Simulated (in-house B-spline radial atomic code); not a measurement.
Settings and results of a run for Yb⁶⁺ (with a hole in an inner shell). Level of theory: Dirac-Hartree-Fock, average of the jj configuration, Fermi nucleus of rms radius 5.3108 fm; calculated with a B-spline radial code for spherical atoms.

In the input, a minus or plus after the letter marks the j = l - 1/2 or j = l + 1/2 subshell.

Command:
```bash
python run_scf.py task.json out
```
Settings (nuclear radius in fm, mass in u):
```
Z                70
configuration    1s2 2s2 2p6 3s2 3p6 3d-4 3d+5 4s2 4p6 4d10 4f12 5s2 5p5
hamiltonian      dirac
method           hf
spin_polarised   False
nucleus          fermi
rms_radius       5.3108
atomic_mass      173.93887
speed_of_light   137.035999084
```

Output (hartree, bohr):
```
 radial grid: 67 intervals, B-splines of order 8, outer radius 21.6418 bohr

 iter        energy (Eh)    residual
    1      -13940.261396    1.06e+00
    2      -13966.776505    1.65e+00
    3      -14000.857741    3.38e-01
    4      -14002.427473    1.19e-01
    5      -14002.547427    1.56e-02
    6      -14002.551162    1.36e-02
    7      -14002.553476    9.64e-04
    8      -14002.553490    5.10e-04
    9      -14002.553493    2.20e-05
   10      -14002.553493    5.90e-07

 total energy                    -14002.55349
 kinetic                           15559.0855
 electron-nucleus                 -34525.2270
 electron-electron                  4963.5880

 first-order corrections (not in the total)
   Gaunt                            15.7547
   retardation                      -1.6626
   frequency dependence             -0.2507
   self-energy                      11.3414
   Uehling                          -2.0035
   Wichmann-Kroll                    0.0731
   recoil                            0.0279

 orbital      occ     eigenvalue          <r>       <r^2>       <1/r>       r_max    small
 1s1/2      2.000     -2273.7031      0.01966 0.000529883     80.6106     0.01237  6.90e-02
 2s1/2      2.000      -394.9104    0.0826455  0.00813267     19.4904     0.07069  1.55e-02
 2p1/2      2.000      -376.1726    0.0687799  0.00586919     19.4127     0.05303  1.55e-02
 2p3/2      4.000      -337.4699    0.0762006   0.0070679     16.6893      0.0594  1.42e-02
 3s1/2      2.000       -94.7594     0.214814    0.052887     7.19032      0.1987  5.11e-03
 3p1/2      2.000       -86.6186     0.204838   0.0488636     7.09609      0.1868  5.04e-03
 3p3/2      4.000       -78.0329     0.218601   0.0554514     6.39295      0.1998  4.65e-03
 3d3/2      4.000       -64.5515     0.192066   0.0433235     6.27079      0.1573  4.52e-03
 3d5/2      5.000       -62.6794     0.197677   0.0459317     6.07409      0.1613  4.38e-03
 4s1/2      2.000       -22.7335      0.48303    0.263339     3.00471      0.4521  1.64e-03
 4p1/2      2.000       -19.3273     0.490695    0.274032     2.89465      0.4535  1.56e-03
 4p3/2      4.000       -17.3546      0.52043    0.308063     2.66383      0.4803  1.43e-03
 4d3/2      4.000       -11.7297     0.540766     0.33873     2.45396      0.4792  1.25e-03
 4d5/2      6.000       -11.3342     0.550911    0.352251     2.41721      0.4896  1.24e-03
 4f5/2      5.143        -4.3799     0.628469    0.485354     1.98435       0.459  8.71e-04
 4f7/2      6.857        -4.2878     0.639132    0.502206     1.95184      0.4658  8.48e-04
 5s1/2      2.000        -5.6038      1.13423     1.43674     1.17401       1.036  3.66e-04
 5p1/2      1.667        -4.4962      1.22377     1.67932     1.07807       1.105  3.18e-04
 5p3/2      3.333        -4.1792      1.29612     1.88131     1.00456       1.173  2.87e-04
```

Run time, properties included: 1.6 s on 1 thread of Arm Neoverse V1 (shared host).

For the Dirac Hamiltonian the kinetic term is c α·p + (β - 1)c².
